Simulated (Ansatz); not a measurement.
## Energy profile

The step: SiH₃Br ([SiH3][Br]) + SiH₄ → Si₂H₆ ([SiH3][SiH3]) + HBr; bonds formed: Si1–Si7, Br2–H6; bonds broken: Si1–H6, Br2–Si7 (atoms numbered as in the saddle structure below).

```
10
angstrom
Si -1.2232 0.6557 -0.0083
Br 0.1368 -2.7113 0.1532
H -1.1296 1.3813 -1.2941
H -1.0656 1.5314 1.1737
H -2.4509 -0.1694 0.0759
H -0.3211 -0.8353 0.0565
Si 1.2158 -0.1372 -0.0217
H 1.8318 -0.4681 1.2725
H 1.7658 -0.6163 -1.2992
H 1.2404 1.3693 -0.1083
```

Electronic energies by CCSD(T) at an estimated basis limit (MP2 extrapolated from triple and quadruple zeta, plus CCSD(T) − MP2 in triple zeta), on PBE0-D4/def2-TZVP structures; Si2H7Br, closed shell; no counterpoise correction. Ansatz 0.2.0; basis: def2-TZVPP and def2-QZVPP; cores frozen in the correlated methods. Filled d shells of the heavier atoms are correlated. The def2 sets are not built for correlating such inner shells, so the correlated values are less sure here. Extrapolation: Hartree–Fock as exp(−7.88 √X), correlation as X^−2.97.

Q: Give the profile in eV, counted from the separated reactants. (Judge from chemistry; the value comes from the calculation.)

A: Computed:
```json
{"point": "separated: SiH4 (Si1, H3, H4, H5, H6; singlet) + SiH3Br (linked as [SiH3][Br]; Br2, Si7, H8, H9, H10; singlet)", "eV": "0.000"}
{"point": "start structure", "eV": "-0.059"}
{"point": "saddle", "eV": "2.423"}
{"point": "end structure", "eV": "0.866"}
{"point": "separated: Si2H6 (linked as [SiH3][SiH3]; Si1, H3, H4, H5, Si7, H8, H9, H10; singlet) + HBr (Br2, H6; singlet)", "eV": "0.936"}
```

No T1 diagnostic of these runs exceeds 0.013.

For scale, one of the runs: CCSD(T)/def2-TZVPP, 230 basis functions, launched by `ansatz run in.yaml --threads 4 --pin off --events-out ev --progress --plain --max-ram 9574MiB`. Time: 92 s of wall clock on 4 CPU threads of an Arm Neoverse V1; the host was shared. Peak host memory: 3.6 GiB.
